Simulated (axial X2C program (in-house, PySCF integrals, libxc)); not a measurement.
Levels of AlPd by electron attachment to AlPd⁺ (EOM-EA-CCSD)

Computed with an axial X2C code built on PySCF integrals: two-component X2C with atomic mean-field Coulomb and Gaunt terms, Gaussian nuclei, basis Pd dyall-acv3z, Al dyall-av3z with contracted cores.

R = 2.225 Å (near the PBE0 minimum at charge 0 of the determinant lowest at the starting distance; the state shown can have its own minimum elsewhere).

Levels of AlPd obtained by attaching an electron to AlPd⁺:

```csv
Ω,binding energy (eV),above lowest (cm⁻¹),attached spinor,one-particle weight
1/2,6.250,0,"59% Al pσ, 33% Pd sσ",0.95
1/2,5.130,9030,"67% Al pπ, 22% Pd pπ, 9% Pd dπ",0.95
3/2,5.097,9297,"67% Al pπ, 21% Pd pπ, 9% Pd dπ",0.95
1/2,3.546,21811,"33% Pd pσ, 25% Pd sσ, 15% Al pσ",0.93
1/2,2.254,32228,"24% Pd sσ, 17% Al sσ, 16% Pd pσ",0.95
1/2,2.238,32355,"29% Pd pπ, 24% Al dπ, 14% Pd dπ",0.94
3/2,2.215,32542,"42% Pd pπ, 32% Al dπ, 19% Pd dπ",0.93
```

Problem. What is the splitting of the first π pair in the table, and is it regular or inverted?

Solution. E(3/2) − E(1/2) = 9297 − 9030 = 267 cm⁻¹ at EOM-EA-CCSD: regular, Ω = 1/2 lower. Splittings at this level can be off by ten to twenty per cent.

This point took 17 s on 1 thread of Arm Neoverse V2, on a shared host.

Reference electrons by ω block (each with its −ω partner): 1/2: 19, 3/2: 8, 5/2: 2. 12 electrons of AlPd⁺ correlated (inner shells frozen), 92 natural virtual spinors (a truncated set); levels can be off by some tenths of an eV. Roots sought by Ω: (1/2: 5, 3/2: 4, 5/2: 2, 7/2: 1); rows need 60 % one-particle weight and stop where some Ω has no more roots. Missing are any skipped roots, higher Ω and states of a further excitation; these come out far too high here and may in truth be low or lowest. T1 of the reference 0.025 (Lee–Taylor). The reference was not checked to be the lowest state of its species. Number of frozen shells: Pd 4 s, 3 p, 1 d; Al 2 s, 1 p. Large amplitudes in the reference (orbital relaxation or multireference character) lower the reliability.
